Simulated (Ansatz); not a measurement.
Harmonic vibrations of `CC(C)BS` by finite differences.

```yaml
crystal:
  periodic: [false, false, false]
  atoms:
    - {symbol: C, position_ang: [0.326220, 1.501410, -0.084644]}
    - {symbol: C, position_ang: [-0.264770, 0.090588, -0.043802]}
    - {symbol: C, position_ang: [-0.000649, -0.638685, -1.365056]}
    - {symbol: B, position_ang: [0.369965, -0.729344, 1.130665]}
    - {symbol: S, position_ang: [-0.525096, -1.516228, 2.447593]}
    - {symbol: H, position_ang: [1.410688, 1.466547, -0.221958]}
    - {symbol: H, position_ang: [-0.095943, 2.072753, -0.917203]}
    - {symbol: H, position_ang: [0.125838, 2.056130, 0.835377]}
    - {symbol: H, position_ang: [-1.350631, 0.174730, 0.088575]}
    - {symbol: H, position_ang: [1.072773, -0.749072, -1.543499]}
    - {symbol: H, position_ang: [-0.444459, -1.637259, -1.377762]}
    - {symbol: H, position_ang: [-0.420135, -0.075667, -2.204559]}
    - {symbol: H, position_ang: [1.556264, -0.886400, 1.193643]}
    - {symbol: H, position_ang: [-1.772964, -1.158603, 2.091430]}
basis:
  gaussian: {orbitals: def2-TZVP}
hamiltonian: {xc: pbe0, dispersion: d4}
phonons: {temperatures: {t_min: 298.15, t_max: 900, t_step: 200}}
```

```sh
$ ansatz run in.yaml --threads 4 --pin off --events-out ev --progress --plain --max-ram 10444MiB
```

It prints (some lines left out):

```
Functional definition: PBE0
mean field -14763.32933445 eV, -542.5423460969 hartree, gradient 2.3e-5 eV, S^2 0.000000; 0 other end points of the search recorded, 0 dependent functions left out
mean field -14763.32917295 eV, -542.5423401621 hartree, gradient 2.6e-6 eV, S^2 0.000000; 0 other end points of the search recorded, 0 dependent functions left out
mean field -14763.32916418 eV, -542.5423398397 hartree, gradient 2.6e-6 eV, S^2 0.000000; 0 other end points of the search recorded, 0 dependent functions left out
mean field -14763.32922577 eV, -542.5423421032 hartree, gradient 2.6e-6 eV, S^2 0.000000; 0 other end points of the search recorded, 0 dependent functions left out
mean field -14763.32915474 eV, -542.5423394928 hartree, gradient 2.6e-6 eV, S^2 0.000000; 0 other end points of the search recorded, 0 dependent functions left out
mean field -14763.32914898 eV, -542.5423392810 hartree, gradient 2.6e-6 eV, S^2 0.000000; 0 other end points of the search recorded, 0 dependent functions left out
mean field -14763.32917622 eV, -542.5423402821 hartree, gradient 2.6e-6 eV, S^2 0.000000; 0 other end points of the search recorded, 0 dependent functions left out
mean field -14763.32916152 eV, -542.5423397419 hartree, gradient 2.6e-6 eV, S^2 0.000000; 0 other end points of the search recorded, 0 dependent functions left out
mean field -14763.32916592 eV, -542.5423399036 hartree, gradient 2.6e-6 eV, S^2 0.000000; 0 other end points of the search recorded, 0 dependent functions left out
mean field -14763.32921370 eV, -542.5423416594 hartree, gradient 2.6e-6 eV, S^2 0.000000; 0 other end points of the search recorded, 0 dependent functions left out
mean field -14763.32920035 eV, -542.5423411689 hartree, gradient 2.6e-6 eV, S^2 0.000000; 0 other end points of the search recorded, 0 dependent functions left out
mean field -14763.32919889 eV, -542.5423411152 hartree, gradient 2.6e-6 eV, S^2 0.000000; 0 other end points of the search recorded, 0 dependent functions left out
mean field -14763.32920854 eV, -542.5423414698 hartree, gradient 2.6e-6 eV, S^2 0.000000; 0 other end points of the search recorded, 0 dependent functions left out
mean field -14763.32916484 eV, -542.5423398641 hartree, gradient 2.6e-6 eV, S^2 0.000000; 0 other end points of the search recorded, 0 dependent functions left out
mean field -14763.32916404 eV, -542.5423398344 hartree, gradient 2.6e-6 eV, S^2 0.000000; 0 other end points of the search recorded, 0 dependent functions left out
mean field -14763.32916540 eV, -542.5423398846 hartree, gradient 2.6e-6 eV, S^2 0.000000; 0 other end points of the search recorded, 0 dependent functions left out
mean field -14763.32917242 eV, -542.5423401423 hartree, gradient 2.6e-6 eV, S^2 0.000000; 0 other end points of the search recorded, 0 dependent functions left out
mean field -14763.32915443 eV, -542.5423394812 hartree, gradient 2.6e-6 eV, S^2 0.000000; 0 other end points of the search recorded, 0 dependent functions left out
mean field -14763.32922518 eV, -542.5423420815 hartree, gradient 2.6e-6 eV, S^2 0.000000; 0 other end points of the search recorded, 0 dependent functions left out
mean field -14763.32920771 eV, -542.5423414393 hartree, gradient 2.6e-6 eV, S^2 0.000000; 0 other end points of the search recorded, 0 dependent functions left out
mean field -14763.32921603 eV, -542.5423417450 hartree, gradient 2.6e-6 eV, S^2 0.000000; 0 other end points of the search recorded, 0 dependent functions left out
mean field -14763.32925312 eV, -542.5423431081 hartree, gradient 2.6e-6 eV, S^2 0.000000; 0 other end points of the search recorded, 0 dependent functions left out
mean field -14763.32929314 eV, -542.5423445790 hartree, gradient 2.6e-6 eV, S^2 0.000000; 0 other end points of the search recorded, 0 dependent functions left out
mean field -14763.32924355 eV, -542.5423427565 hartree, gradient 2.6e-6 eV, S^2 0.000000; 0 other end points of the search recorded, 0 dependent functions left out
mean field -14763.32923940 eV, -542.5423426039 hartree, gradient 2.6e-6 eV, S^2 0.000000; 0 other end points of the search recorded, 0 dependent functions left out
mean field -14763.32922229 eV, -542.5423419751 hartree, gradient 2.6e-6 eV, S^2 0.000000; 0 other end points of the search recorded, 0 dependent functions left out
mean field -14763.32926505 eV, -542.5423435466 hartree, gradient 2.6e-6 eV, S^2 0.000000; 0 other end points of the search recorded, 0 dependent functions left out
mean field -14763.32927356 eV, -542.5423438592 hartree, gradient 2.6e-6 eV, S^2 0.000000; 0 other end points of the search recorded, 0 dependent functions left out
mean field -14763.32934141 eV, -542.5423463526 hartree, gradient 2.6e-6 eV, S^2 0.000000; 0 other end points of the search recorded, 0 dependent functions left out
mean field -14763.32935269 eV, -542.5423467673 hartree, gradient 2.6e-6 eV, S^2 0.000000; 0 other end points of the search recorded, 0 dependent functions left out
mean field -14763.32921029 eV, -542.5423415341 hartree, gradient 2.6e-6 eV, S^2 0.000000; 0 other end points of the search recorded, 0 dependent functions left out
mean field -14763.32923915 eV, -542.5423425947 hartree, gradient 2.6e-6 eV, S^2 0.000000; 0 other end points of the search recorded, 0 dependent functions left out
mean field -14763.32922747 eV, -542.5423421655 hartree, gradient 2.6e-6 eV, S^2 0.000000; 0 other end points of the search recorded, 0 dependent functions left out
mean field -14763.32932665 eV, -542.5423458104 hartree, gradient 2.6e-6 eV, S^2 0.000000; 0 other end points of the search recorded, 0 dependent functions left out
[...]
mean field -14763.32931201 eV, -542.5423452722 hartree, gradient 2.6e-6 eV, S^2 0.000000; 0 other end points of the search recorded, 0 dependent functions left out
mean field -14763.32932335 eV, -542.5423456889 hartree, gradient 2.6e-6 eV, S^2 0.000000; 0 other end points of the search recorded, 0 dependent functions left out
mean field -14763.32923953 eV, -542.5423426087 hartree, gradient 2.6e-6 eV, S^2 0.000000; 0 other end points of the search recorded, 0 dependent functions left out
mean field -14763.32923010 eV, -542.5423422624 hartree, gradient 2.6e-6 eV, S^2 0.000000; 0 other end points of the search recorded, 0 dependent functions left out
mean field -14763.32931723 eV, -542.5423454643 hartree, gradient 2.6e-6 eV, S^2 0.000000; 0 other end points of the search recorded, 0 dependent functions left out
mean field -14763.32932173 eV, -542.5423456296 hartree, gradient 2.6e-6 eV, S^2 0.000000; 0 other end points of the search recorded, 0 dependent functions left out
mean field -14763.32930844 eV, -542.5423451412 hartree, gradient 2.6e-6 eV, S^2 0.000000; 0 other end points of the search recorded, 0 dependent functions left out
mean field -14763.32932562 eV, -542.5423457723 hartree, gradient 2.6e-6 eV, S^2 0.000000; 0 other end points of the search recorded, 0 dependent functions left out
mean field -14763.32930423 eV, -542.5423449866 hartree, gradient 2.6e-6 eV, S^2 0.000000; 0 other end points of the search recorded, 0 dependent functions left out
mean field -14763.32930673 eV, -542.5423450784 hartree, gradient 2.6e-6 eV, S^2 0.000000; 0 other end points of the search recorded, 0 dependent functions left out
mean field -14763.32924011 eV, -542.5423426302 hartree, gradient 2.6e-6 eV, S^2 0.000000; 0 other end points of the search recorded, 0 dependent functions left out
mean field -14763.32925246 eV, -542.5423430841 hartree, gradient 2.6e-6 eV, S^2 0.000000; 0 other end points of the search recorded, 0 dependent functions left out
mean field -14763.32930811 eV, -542.5423451289 hartree, gradient 2.6e-6 eV, S^2 0.000000; 0 other end points of the search recorded, 0 dependent functions left out
mean field -14763.32932992 eV, -542.5423459304 hartree, gradient 2.6e-6 eV, S^2 0.000000; 0 other end points of the search recorded, 0 dependent functions left out
mean field -14763.32930548 eV, -542.5423450324 hartree, gradient 2.6e-6 eV, S^2 0.000000; 0 other end points of the search recorded, 0 dependent functions left out
mean field -14763.32930917 eV, -542.5423451678 hartree, gradient 2.6e-6 eV, S^2 0.000000; 0 other end points of the search recorded, 0 dependent functions left out
mean field -14763.32929476 eV, -542.5423446384 hartree, gradient 2.6e-6 eV, S^2 0.000000; 0 other end points of the search recorded, 0 dependent functions left out
mean field -14763.32929734 eV, -542.5423447334 hartree, gradient 2.6e-6 eV, S^2 0.000000; 0 other end points of the search recorded, 0 dependent functions left out
mean field -14763.32925706 eV, -542.5423432528 hartree, gradient 2.6e-6 eV, S^2 0.000000; 0 other end points of the search recorded, 0 dependent functions left out
mean field -14763.32928131 eV, -542.5423441442 hartree, gradient 2.6e-6 eV, S^2 0.000000; 0 other end points of the search recorded, 0 dependent functions left out
mean field -14763.32927690 eV, -542.5423439822 hartree, gradient 2.6e-6 eV, S^2 0.000000; 0 other end points of the search recorded, 0 dependent functions left out
mean field -14763.32924940 eV, -542.5423429716 hartree, gradient 2.6e-6 eV, S^2 0.000000; 0 other end points of the search recorded, 0 dependent functions left out
mean field -14763.32932195 eV, -542.5423456376 hartree, gradient 2.6e-6 eV, S^2 0.000000; 0 other end points of the search recorded, 0 dependent functions left out
mean field -14763.32933050 eV, -542.5423459517 hartree, gradient 2.6e-6 eV, S^2 0.000000; 0 other end points of the search recorded, 0 dependent functions left out
mean field -14763.32933582 eV, -542.5423461472 hartree, gradient 2.6e-6 eV, S^2 0.000000; 0 other end points of the search recorded, 0 dependent functions left out
mean field -14763.32931404 eV, -542.5423453470 hartree, gradient 2.6e-6 eV, S^2 0.000000; 0 other end points of the search recorded, 0 dependent functions left out
mean field -14763.32926934 eV, -542.5423437041 hartree, gradient 2.6e-6 eV, S^2 0.000000; 0 other end points of the search recorded, 0 dependent functions left out
mean field -14763.32925824 eV, -542.5423432965 hartree, gradient 2.6e-6 eV, S^2 0.000000; 0 other end points of the search recorded, 0 dependent functions left out
mean field -14763.32932001 eV, -542.5423455663 hartree, gradient 2.6e-6 eV, S^2 0.000000; 0 other end points of the search recorded, 0 dependent functions left out
mean field -14763.32933022 eV, -542.5423459414 hartree, gradient 2.6e-6 eV, S^2 0.000000; 0 other end points of the search recorded, 0 dependent functions left out
mean field -14763.32933249 eV, -542.5423460249 hartree, gradient 2.6e-6 eV, S^2 0.000000; 0 other end points of the search recorded, 0 dependent functions left out
mean field -14763.32931385 eV, -542.5423453399 hartree, gradient 2.6e-6 eV, S^2 0.000000; 0 other end points of the search recorded, 0 dependent functions left out
Total energy: -14763.57317020 eV, -542.5513068954 hartree
Atom 0 at     0.326220     1.501410    -0.084644 Å, force    -0.001058    -0.000474    -0.001176 eV/Å
Atom 1 at    -0.264770     0.090588    -0.043802 Å, force     0.000004     0.000100     0.001734 eV/Å
Atom 2 at    -0.000649    -0.638685    -1.365056 Å, force    -0.000042     0.001464     0.001063 eV/Å
Atom 3 at     0.369965    -0.729344     1.130665 Å, force    -0.004753    -0.004104    -0.004943 eV/Å
Atom 4 at    -0.525096    -1.516228     2.447593 Å, force    -0.002025     0.001359     0.003504 eV/Å
Atom 5 at     1.410688     1.466547    -0.221958 Å, force     0.000902    -0.000344    -0.000213 eV/Å
Atom 6 at    -0.095943     2.072753    -0.917203 Å, force    -0.000033     0.000948    -0.000268 eV/Å
Atom 7 at     0.125838     2.056130     0.835377 Å, force    -0.000558    -0.000305     0.001035 eV/Å
Atom 8 at    -1.350631     0.174730     0.088575 Å, force    -0.001199     0.000438    -0.001016 eV/Å
Atom 9 at     1.072773    -0.749072    -1.543499 Å, force     0.001108     0.000362     0.000063 eV/Å
Atom 10 at    -0.444459    -1.637259    -1.377762 Å, force    -0.000075    -0.000346     0.000223 eV/Å
Atom 11 at    -0.420135    -0.075667    -2.204559 Å, force    -0.000098     0.000339    -0.001068 eV/Å
Atom 12 at     1.556264    -0.886400     1.193643 Å, force     0.004272     0.000146     0.001492 eV/Å
Atom 13 at    -1.772964    -1.158603     2.091430 Å, force     0.003554     0.000416    -0.000430 eV/Å
Dipole moment:    -0.185818     0.123492    -0.166401 e Å
Vibrations: 29.18 203.81 212.99 252.16 260.02 300.13 415.85 516.94 696.92 845.00 857.04 884.88 925.33 936.42 983.01 1083.46 1107.58 1128.02 1196.11 1324.36 1335.95 1385.53 1407.43 1478.53 1482.32 1494.58 1501.84 2609.35 2684.31 3026.49 3034.67 3035.68 3104.69 3105.74 3115.45 3117.44 cm⁻¹, zero-point energy 3.166508 eV
```

Hardware: 4 threads of an Arm Neoverse V1 on a shared host. Wall time 3.7 min, peak host memory 0.6 GiB.
